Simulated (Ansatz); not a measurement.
Reaction: BSiH4F (SMILES FB[SiH3]) → BSiH4 (SMILES [BH][SiH3], doublet) + F (doublet) (the B-F bond breaks)
Each species at its own B3LYP-D3(BJ)/def2-TZVP minimum (Ansatz, an electronic-structure program).

Total energies in hartree (Ansatz). Radicals and triplets start from unrestricted determinants; spin-orbit coupling is neglected. Correlated methods leave the cores frozen. No relativity.

```tsv
species	HF/cc-pV(T+d)Z	CCSD(T)/cc-pV(T+d)Z	HF/cc-pV(Q+d)Z	CCSD(T)/cc-pV(Q+d)Z	CCSD(T)/cc-pV(D+d)Z	CCSDT(Q)/cc-pV(D+d)Z
1: BSiH4F (SMILES FB[SiH3])	-415.47556	-416.00414	-415.48902	-416.05405	-415.83887	-415.84058
2: BSiH4 (SMILES [BH][SiH3], doublet)	-315.87249	-316.12323	-315.87756	-316.14038	-316.06564	-316.06691
3: F (doublet)	-99.40552	-99.62036	-99.41377	-99.65026	-99.52757	-99.52776
```

Task: Work out the bond dissociation energy (electronic) in kcal/mol: take Hartree-Fock from cc-pV(Q+d)Z, extrapolate the CCSD(T) correlation energy as X^-3 (X = 3, 4), and add CCSDT(Q) - CCSD(T) in cc-pV(D+d)Z. 1 hartree = 627.51 kcal/mol.

Result: 
Species 1: correlation (64·(-0.56503) - 27·(-0.52858))/37 = -0.59163; step -0.00171; E1 = -415.48902 + (-0.59163) + (-0.00171) = -416.08236
Species 2: correlation (64·(-0.26282) - 27·(-0.25074))/37 = -0.27164; step -0.00127; E2 = -315.87756 + (-0.27164) + (-0.00127) = -316.15047
Species 3: correlation (64·(-0.23649) - 27·(-0.21484))/37 = -0.25229; step -0.00019; E3 = -99.41377 + (-0.25229) + (-0.00019) = -99.66625
-1·E1 +1·E2 +1·E3 = 0.26564 hartree = 166.7 kcal/mol.
